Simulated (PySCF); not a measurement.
Geometry:
```json
{"atom": "C1", "x (Å)": "-0.323", "y (Å)": "-1.642", "z (Å)": "-0.772"}
{"atom": "C2", "x (Å)": "-0.099", "y (Å)": "-0.880", "z (Å)": "0.530"}
{"atom": "C3", "x (Å)": "-1.376", "y (Å)": "-0.180", "z (Å)": "1.025"}
{"atom": "C4", "x (Å)": "-1.629", "y (Å)": "1.059", "z (Å)": "0.157"}
{"atom": "P5", "x (Å)": "0.051", "y (Å)": "1.674", "z (Å)": "-0.316"}
{"atom": "S6", "x (Å)": "0.615", "y (Å)": "3.456", "z (Å)": "0.217"}
{"atom": "C7", "x (Å)": "0.955", "y (Å)": "0.236", "z (Å)": "0.419"}
{"atom": "C8", "x (Å)": "2.272", "y (Å)": "-0.081", "z (Å)": "-0.262"}
{"atom": "H9", "x (Å)": "-0.627", "y (Å)": "-0.980", "z (Å)": "-1.598"}
{"atom": "H10", "x (Å)": "0.587", "y (Å)": "-2.170", "z (Å)": "-1.093"}
{"atom": "H11", "x (Å)": "-1.115", "y (Å)": "-2.395", "z (Å)": "-0.646"}
{"atom": "H12", "x (Å)": "0.236", "y (Å)": "-1.602", "z (Å)": "1.295"}
{"atom": "H13", "x (Å)": "-1.224", "y (Å)": "0.136", "z (Å)": "2.070"}
{"atom": "H14", "x (Å)": "-2.241", "y (Å)": "-0.861", "z (Å)": "1.020"}
{"atom": "H15", "x (Å)": "-2.162", "y (Å)": "1.864", "z (Å)": "0.682"}
{"atom": "H16", "x (Å)": "-2.191", "y (Å)": "0.822", "z (Å)": "-0.759"}
{"atom": "H17", "x (Å)": "0.114", "y (Å)": "1.423", "z (Å)": "-1.720"}
{"atom": "H18", "x (Å)": "1.159", "y (Å)": "0.609", "z (Å)": "1.439"}
{"atom": "H19", "x (Å)": "2.791", "y (Å)": "-0.906", "z (Å)": "0.251"}
{"atom": "H20", "x (Å)": "2.134", "y (Å)": "-0.372", "z (Å)": "-1.314"}
{"atom": "H21", "x (Å)": "2.932", "y (Å)": "0.800", "z (Å)": "-0.241"}
```

Geometry: PBE0-D3(BJ)/def2-SVP; GIAO absolute shieldings from PySCF, gas phase, non-relativistic, averaged over equivalent atoms.

At B3LYP/pcSseg-1 (215 basis functions, 43 s wall time on 1 thread of an Arm Neoverse V1, shared host):
```
      atoms  σ (ppm)
         C7    126.0
         C2    137.0
         C3    144.2
         C4    145.2
         C1    163.1
         C8    167.3
         P5    273.2
         S6    729.3
        H17    24.47
        H16    29.22
        H13    29.44
        H12    29.44
        H14    29.73
        H15    29.92
        H18    30.03
H19/H20/H21    30.12
 H9/H10/H11    30.58
```

Q: What do these become at PBE0/pcSseg-1?

A: 
```tsv
atoms	σ at PBE0/pcSseg-1	change
C7	133.5	+7.5
C2	144.0	+7.0
C3	150.5	+6.3
C4	152.0	+6.8
C1	168.9	+5.8
C8	173.0	+5.7
P5	296.6	+23.4
S6	760.3	+31.0
H17	24.35	-0.12
H16	29.12	-0.10
H13	29.33	-0.11
H12	29.34	-0.10
H14	29.64	-0.09
H15	29.76	-0.16
H18	29.88	-0.15
H19/H20/H21	30.02	-0.10
H9/H10/H11	30.50	-0.08
```

The largest change is at S6 (sulfur bonded to P). Cost: 215 basis functions, 43 s wall time on 1 thread of an Arm Neoverse V1, shared host. The order of the carbon signals is the same at both levels.
